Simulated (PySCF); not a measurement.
**C₆ coefficients of unlike pairs at UHF**

Calculated with PySCF 2.14 from the dipole response of each species, C₆(A,B) = (3/π) ∫ α_A(iu) α_B(iu) du, in atomic units, from isotropic polarisabilities. For ions this is the dispersion term alone; charge-induced terms of lower order in 1/R come first.

| species | configuration | basis | relativity | α (bohr³) | C₆ (like pair) |
| --- | --- | --- | --- | --- | --- |
| Ni³⁺ | [Ar] 3d7 (4F) | aug-cc-pVDZ (7s6p4d2f) | none | 1.515 | 3.545 |
| Kr³⁺ | [Ar] 3d10 4s2 4p3 (4S) | aug-cc-pVTZ-PP with one added diffuse shell each of s, d, f type with ECP10MDF (7s5p5d3f) | core potential | 5.584 | 21.55 |
| Sc³⁺ | [Ar] (1S) | def2-QZVPPD (11s6p5d3f2g) | none | 2.118 | 5.483 |

(1) Estimate C₆ for Sc³⁺ with Kr³⁺.

No spin-orbit coupling is included.

The other pairs:

```csv
pair,C₆
"Sc³⁺, Ni³⁺",4.340
"Kr³⁺, Ni³⁺",8.024
```

Results:

(1) The integral gives 10.50. The combination rule 2 C_A C_B / (C_A α_B/α_A + C_B α_A/α_B) gives 10.44 and the geometric mean 10.87.
